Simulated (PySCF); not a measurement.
These 4 structures share the formula C9H7NS. Theory: PySCF, PBE0-D3(BJ)/def2-SVP geometry optimisation, gas phase. Energies are electronic, without zero-point or thermal terms, for one conformer each. No frequencies were run at this level. Point groups hold within 0.08 Å.

Problem. Rank from lowest to highest electronic energy at this level (kcal/mol).
A. `[cH:1]1[cH:2][c:3](-[c:4]2[cH:5][cH:6][s:7][cH:8]2)[cH:9][cH:10][n:11]1` with C2–C3–C4–C5 153°
B. `[N:1]#[C:2][C@@:3]12[C@@H:4]3[C@H:5]4[C@H:6]5[C@@H:7]3[C@@H:8]1[C@@:9]5([SH:10])[C@@H:11]24` with C8–C9–S10–H 63°
C. `[cH:1]1[cH:2][cH:3][c:4](-[c:5]2[cH:6][cH:7][cH:8][s:9]2)[n:10][cH:11]1` with C3–C4–C5–C6 180°
D. `[cH:1]1[cH:2][cH:3][c:4](-[c:5]2[cH:6][n:7][s:8][cH:9]2)[cH:10][cH:11]1` with C3–C4–C5–C6 150°

Solution. C (0.0), A (3.2), D (4.2), B (113.3).

As drawn, the lowest has an aromatic ring, which the highest lacks; the highest has a four-membered ring, a C≡N group and an S–H bond, which the lowest lacks. Neighbours under 2.5 kcal/mol apart (c1cc(-c2ccsc2)ccn1 and c1ccc(-c2cnsc2)cc1) can change places with a better method, another conformer or zero-point energy.

| SMILES | E (Eh) | E rel (kcal/mol) | dipole (D) | point group | A, B, C (MHz) |
| --- | --- | --- | --- | --- | --- |
| c1ccc(-c2cccs2)nc1 | -799.10578 | 0.0 | 1.21 | Cs | 2827, 623.0, 510.5 |
| c1cc(-c2ccsc2)ccn1 | -799.10063 | 3.2 | 2.46 | C1 | 3276, 520.6, 456.4 |
| c1ccc(-c2cnsc2)cc1 | -799.09914 | 4.2 | 2.58 | C1 | 3261, 524.7, 460.5 |
| N#C[C@@]12[C@@H]3[C@H]4[C@H]5[C@@H]3[C@@H]1[C@@]5(S)[C@H]42 | -798.92515 | 113.3 | 3.31 | Cs | 1800, 886.9, 721.1 |
